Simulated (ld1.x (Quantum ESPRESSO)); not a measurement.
antimony (Sb): TM pseudisation with PBEsol, scalar-relativistic reference atom.

ld1.x (Quantum ESPRESSO) 7.5 input, shortened:

```
&input
   title='Sb', zed=51., rel=1, dft='PBESOL', iswitch=3,
   config='[Kr] 4d10 5s2 5p1 5d-2'
 /
 &inputp
   pseudotype=2, tm=.true., lloc=0,
   nlcc=.true.
 /
3
5P  2  1   1.00   0.00  1.70  1.70  0.0
5D  3  2  -2.00  -0.05  1.95  1.95  0.0
5S  1  0   2.00   0.00  1.80  1.80  0.0
 &test
   configts(1)='5s2 5p1'
 /
```

What the tests gave:

```json
{
 "Cutoffs needed": "35 Ry and 55 Ry (the cutoffs (Ry, on a coarse ladder) from which the occupation-weighted sum of valence levels, in a spherical-Bessel basis at the reference potential, stays within 10 and 1 mRy of its value at 400 Ry)",
 "Ghost test": "ghost states, extra bound levels that the all-electron valence spectrum of the same l lacks: p at -712.6 eV, d at -168.3 eV; a true bound ghost makes a file unfit for plane-wave use (spherical-Bessel basis up to 400 Ry, 20 bohr box)",
 "Largest excitation error": "-294 meV (all-electron minus pseudo) for 5s1 5p0, out of 7 test configurations"
}
```

Generation and tests took about 1.7 s on one core of a shared server CPU.
